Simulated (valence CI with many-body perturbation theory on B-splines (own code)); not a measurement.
**Ge9+: E2, M1 decay**

Computed by configuration interaction combined with many-body perturbation theory (CI+MBPT): five valence electrons over a frozen Dirac-Fock core [Ar], a basis of 7 s, 7 p, 8 d, 6 f, 4 g, 1 h functions for each j, with the one-electron correlation potential Σ1, the two-electron term Σ2, the three-electron term Σ3, Breit, model QED; selected CI, second order for the rest, scaled by the run's own slope (own B-spline code, finite nucleus).

No measured levels were compared; by estimate terms of the open shell hold to 2 to 4 % of their energy, and close levels can change places. Only levels of the ground parity were solved; by the run's estimate the other parity begins above the list, which can be wrong where configurations are misplaced.

Lines 51 to 100 of 120 in falling wavelength, among levels below 25.752 eV, chosen from the decays that carry over 1 % of a level's rate. Wavelengths and rates use the calculated energies, so an error of 2000 cm⁻¹ moves a line at 421.8 nm by 8.4 % and its rate by three times that or more. Electric multipoles are in the length gauge, E1 and E2 with the static RPA response of the core. Weak lines are less certain than strong ones. Lines between different terms over intervals too small for the method are left out, as are lines whose strength nearly cancels. Branching is blank where the lifetime is uncertain.

Names give the largest LS component (configuration and term), which can be under half, so a name can repeat, a term be missing and a line seem to break the LS rules; names also repeat where a configuration has a term twice. Letters in brackets count levels of one name in rising energy.

```
λ vac (nm)           Upper        Lower  Type   A (s⁻¹)  Branch %
     421.8  3d5 2F_7/2 [a]   3d5 4D_7/2    M1  1.08e+00       5.6
     411.3      3d5 4F_5/2   3d5 4D_5/2    M1  2.57e+00      18.9
     408.9  3d5 2D_5/2 [a]   3d5 4P_3/2    M1  3.88e+00       7.5
     395.9      3d5 4F_9/2   3d5 4D_7/2    M1  4.74e+00      34.2
     394.6  3d5 2D_5/2 [a]   3d5 4P_5/2    M1  2.49e+01      48.2
     392.2     3d5 2I_11/2   3d5 4G_9/2    M1  3.99e-01          
     387.6     3d5 2I_11/2  3d5 4G_11/2    M1  1.33e+00          
     386.1  3d5 2D_3/2 [a]   3d5 4P_1/2    M1  2.94e+00      14.3
     382.4      3d5 4F_3/2   3d5 4D_3/2    M1  7.96e+00      36.3
     382.2      3d5 4F_3/2   3d5 4D_5/2    M1  2.09e+00       9.6
     380.4      3d5 4F_5/2   3d5 4D_7/2    M1  3.09e-01       2.3
     378.4     3d5 2I_13/2  3d5 4G_11/2    M1  5.73e-02      95.0
     372.8      3d5 4F_3/2   3d5 4D_1/2    M1  4.55e+00      20.8
     371.1  3d5 2D_3/2 [a]   3d5 4P_3/2    M1  1.14e+01      55.4
     370.7      3d5 4F_7/2   3d5 4D_7/2    M1  9.21e+00      27.8
     359.3  3d5 2D_3/2 [a]   3d5 4P_5/2    M1  2.84e+00      13.8
     346.4  3d5 2F_5/2 [a]   3d5 4D_3/2    M1  2.84e+00       5.2
     346.3  3d5 2F_5/2 [a]   3d5 4D_5/2    M1  8.56e+00      15.8
     327.5  3d5 2F_7/2 [a]   3d5 4P_5/2    M1  2.10e-01       1.1
     325.0  3d5 2D_5/2 [a]   3d5 4G_7/2    M1  1.05e+01      20.4
     324.6      3d5 2H_9/2   3d5 4D_7/2    M1  1.01e+00       4.5
     324.1  3d5 2F_5/2 [a]   3d5 4D_7/2    M1  9.17e-01       1.7
     321.8  3d5 2D_5/2 [a]   3d5 4G_5/2    M1  1.02e+01      19.8
     309.6  3d5 2G_7/2 [a]   3d5 4D_5/2    M1  2.73e-01       6.5
     302.0      3d5 4F_5/2   3d5 4P_5/2    M1  1.27e+00       9.3
     298.0  3d5 2D_3/2 [a]   3d5 4G_5/2    M1  2.84e+00      13.8
     278.5  3d5 2F_7/2 [a]   3d5 4G_9/2    M1  1.54e+01      79.0
     278.1  3d5 2F_7/2 [a]   3d5 4G_7/2    M1  5.63e-01       2.9
     275.8  3d5 2F_7/2 [a]   3d5 4G_5/2    M1  2.98e-01       1.5
     271.5  3d5 2G_9/2 [a]   3d5 4D_7/2    M1  1.23e+00       9.9
     267.0      3d5 4F_9/2   3d5 4G_9/2    M1  1.54e+00      11.2
     266.6      3d5 4F_9/2   3d5 4G_7/2    M1  1.14e+00       8.2
     265.4  3d5 2F_5/2 [a]   3d5 4P_5/2    M1  2.28e+00       4.2
     264.8      3d5 4F_9/2  3d5 4G_11/2    M1  5.74e+00      41.4
     264.8      3d5 4F_9/2  3d5 4G_11/2    E2  4.80e-01       3.5
     259.8      3d5 4F_5/2   3d5 4G_9/2    E2  1.63e-01       1.2
     259.5      3d5 4F_5/2   3d5 4G_7/2    M1  6.55e+00      48.1
     259.5      3d5 4F_5/2   3d5 4G_7/2    E2  2.89e-01       2.1
     257.5      3d5 4F_5/2   3d5 4G_5/2    M1  2.53e-01       1.9
     257.5      3d5 4F_5/2   3d5 4G_5/2    E2  1.97e-01       1.4
     255.6  3d5 2F_5/2 [b]   3d5 4D_3/2    M1  2.28e-01       1.9
     255.3      3d5 4F_7/2   3d5 4G_9/2    M1  1.11e+01      33.4
     254.9      3d5 4F_7/2   3d5 4G_7/2    M1  8.79e+00      26.5
     253.0      3d5 4F_7/2   3d5 4G_5/2    M1  8.67e-01       2.6
     245.8      3d5 4F_3/2   3d5 4G_5/2    M1  5.05e+00      23.0
     245.8      3d5 4F_3/2   3d5 4G_5/2    E2  5.16e-01       2.4
     243.4  3d5 2G_7/2 [a]   3d5 4P_5/2    M1  4.69e-02       1.1
     243.2  3d5 2F_5/2 [b]   3d5 4D_7/2    M1  2.00e+00      16.9
     232.5      3d5 2H_9/2   3d5 4G_9/2    M1  9.98e+00      44.7
     232.2      3d5 2H_9/2   3d5 4G_7/2    M1  5.72e+00      25.6
```
